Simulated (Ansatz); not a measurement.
Consider the substitution at a C–C bond: `C=CC=N` + `C[SeH]` → `C[Se]C=N` + `C=C`.

Isolated molecules relaxed with PBE0-D4/def2-TZVP in Ansatz; ΔE leaves out vibrations. CCSD(T)/CBS adds triple-zeta CCSD(T) − MP2 to the extrapolated MP2 energy (def2 sets, frozen cores). This one scheme is used for every species. Functionals use def2-TZVPP. B3LYP here is the variant with VWN-RPA as its local correlation; programs differ in this. For Se outer-core shells are correlated without core-valence functions, which leaves a few kJ/mol of doubt a bond. Scalar relativity is left out up to krypton. Each species was taken in one conformer, which may not be the lowest.

```json
{"level": "BLYP-D4", "ΔE (kcal/mol)": "0.2"}
{"level": "ωB97X-V", "ΔE (kcal/mol)": "2.3"}
{"level": "BLYP", "ΔE (kcal/mol)": "0.6"}
{"level": "B3LYP", "ΔE (kcal/mol)": "1.7"}
{"level": "r2SCANh", "ΔE (kcal/mol)": "1.5"}
{"level": "CAM-B3LYP", "ΔE (kcal/mol)": "2.7"}
{"level": "LC-ωPBE", "ΔE (kcal/mol)": "2.7"}
{"level": "CCSD(T)/def2-TZVPP", "ΔE (kcal/mol)": "2.2"}
```

Question: What does CCSD(T)/CBS give? (Best estimate.)

Answer: Computed: +2.0 kcal/mol. The listed levels differ from it by -1.8, 0.3, -1.4, -0.3, -0.5, 0.7, 0.7, 0.2 kcal/mol.

Question: What do rigid-rotor, harmonic-oscillator terms from PBE0-D4/def2-TZVP frequencies (298.15 K, 1 bar) make of the CCSD(T)/CBS value? (Best estimate.)

Answer: The calculation gave: ΔZPE = +0.4 kcal/mol, ΔH = +2.7 kcal/mol, ΔS = -5 J/(mol·K), ΔG = +3.1 kcal/mol.

Largest T1 diagnostic among the species: 0.012.

At CCSD(T), def2-SVP lies +3.7 kcal/mol from the extrapolated value and def2-TZVPP +0.2 kcal/mol. In def2-TZVPP, CCSD(T) changes the Hartree–Fock value by −2.0 kcal/mol (the triples alone add −0.4 kcal/mol) and MP2 by −2.8 kcal/mol.
